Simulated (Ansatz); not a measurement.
Ideal-gas functions of `[OH][Ta]([OH])([OH])([F])[F]` at 800 K and 1 bar, from an Ansatz frequency run at PBE0-D4/def2-TZVP.

Molar mass 269.96 g/mol, point group C1 (symmetry number 1), electronic degeneracy 1, moments of inertia 201.548, 214.337, 242.832 u Å². Harmonic wavenumbers (cm⁻¹, unscaled): 45, 142, 187, 201, 225, 248, 287, 369, 386, 421, 496, 530, 605, 608, 676, 689, 731, 758, 3899, 3955, 3964.

Use S(trans) = R[1.5 ln M + 2.5 ln T − 1.1517]; rotational temperatures θ = 24.2544 K / I; S(rot) = R[ln(√π/σ · √(T³/θAθBθC)) + 1.5]; for each mode x = 1.438777 ν̃/T, S = R[x/(eˣ − 1) − ln(1 − e⁻ˣ)] and H = RT x/(eˣ − 1); 1 cm⁻¹ = 0.0119627 kJ/mol; R = 8.31446 J/(mol·K).

Task: By hand: the entropy, in J/(mol·K).

Result: Translation 199.2. Rotation: θ = 0.1203, 0.1132, 0.0999 K, giving 128.0. Vibration, mode by mode: 29.22, 19.69, 17.41, 16.82, 15.89, 15.10, 13.90, 11.87, 11.51, 10.82, 9.53, 9.02, 8.01, 7.97, 7.18, 7.04, 6.61, 6.35, 0.06, 0.05, 0.05, in all 224.2. Electronic 0.0. Sum 551.4 J/(mol·K).

Task: By hand: H − E and G − E in kJ/mol, counted from the electronic energy.

Result: Zero-point energy ½ × 19422 × 0.0119627 = 116.2; thermal vibration 81.5; translation, rotation and pV give 4 RT = 26.6. H − E = 224.3 kJ/mol, and G − E = 224.3 − 800 × 551.4/1000 = -216.8 kJ/mol.

Vibration gives 41 % of the entropy, 48.9 J/(mol·K) of it from the modes under 150 cm⁻¹: soft modes count most, and the harmonic formula is weakest for them. The sum counts one conformer and one mirror image; others add a mixing term.
